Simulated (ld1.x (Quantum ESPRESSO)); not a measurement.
Before and after: TM semilocal potential for copper

```json
{"Element": "Cu (Z = 29)", "Generator": "ld1.x (Quantum ESPRESSO) 7.5", "Type": "norm-conserving Troullier–Martins (semilocal form)", "Functional": "PBE", "Relativity": "scalar-relativistic", "Frozen core": "[Ne]", "Valence charge": "19", "Reference configuration": "3s2 3p6 3d10 4s1 4p0", "Partial waves": "3s (bound): rc 0.75 bohr; 3p (bound): rc 0.85 bohr; 3d (bound): rc 0.75 bohr", "Local potential": "the d channel", "Core correction": "none"}
```

Occupied shells without a wave of their own: 4s. They enter only through the test configuration that unscreens the potential.

Change: wave 3s (bound): rc 0.75 bohr becomes 3s (bound): rc 0.66 bohr.

Cutoffs: the cutoffs (Ry, on a coarse ladder) from which the occupation-weighted sum of valence levels, in a spherical-Bessel basis at the reference potential, stays within 10 and 1 mRy of its value at 400 Ry; they do not see the model core or the augmentation charge, which bear on the density cutoff. Errors are all-electron minus pseudo energies relative to the spin-unpolarised reference configuration.

Q: Predict the effect on cutoff, ghosts and configuration errors.

A: Of the 7 tests that both files solve, the error grows in 1 and shrinks in 5 by more than 15 % and 0.3 meV (median size 76.6 → 50.1 meV); neither file shows a bound ghost. A semilocal file is local in each channel, so a ghost entry of none says nothing of the separable form that plane-wave codes build from it.

| quantity | base | changed |
| --- | --- | --- |
| cutoff, loose | over 300 Ry | over 300 Ry |
| cutoff, tight | over 300 Ry | over 300 Ry |
| loose cutoff by channel (10 mRy a level) | s 230 Ry, p 80 Ry, d 300 Ry | s 260 Ry, p 80 Ry, d 300 Ry |
| bound ghosts | none | none |
| largest miss of a reference level, eV | 0.06 | 0.04 |
| error for 3s2 3p6 3d10 4s0 4p0, meV [ΔE 8.15 eV] | -76 | -49 |
| error for 3s2 3p6 3d9 4s0 4p0, meV [ΔE 29.48 eV] | -122 | -78 |
| error for 3s2 3p6 3d8 4s0 4p0, meV [ΔE 68.50 eV] | -181 | -117 |
| error for 3s2 3p6 3d9 4s1 4p0, meV [ΔE 11.58 eV] | +1.2 | +1.5 |
| error for 3s2 3p6 3d9 4s2 4p0, meV [ΔE 1.97 eV] | +77 | +50 |
| error for 3s2 3p6 3d7 4s0 4p0, meV [ΔE 128.21 eV] | -246 | -159 |
| error for 3s2 3p6 3d9 4s1 4p1, meV [ΔE 6.81 eV] | +14 | +13 |
| s: phases at 0.95 bohr within 0.05 rad from the reference energy up to (Ry; the scan ends near 5) | to the end of the scan | to the end of the scan |
| p: phases at 0.95 bohr within 0.05 rad from the reference energy up to (Ry; the scan ends near 5) | to the end of the scan | to the end of the scan |
| d: phases at 0.95 bohr within 0.05 rad from the reference energy up to (Ry; the scan ends near 5) | to the end of the scan | to the end of the scan |

Base: The 4s level has no wave, so the channel is fitted at the deeper level alone: the likely source of the large errors.
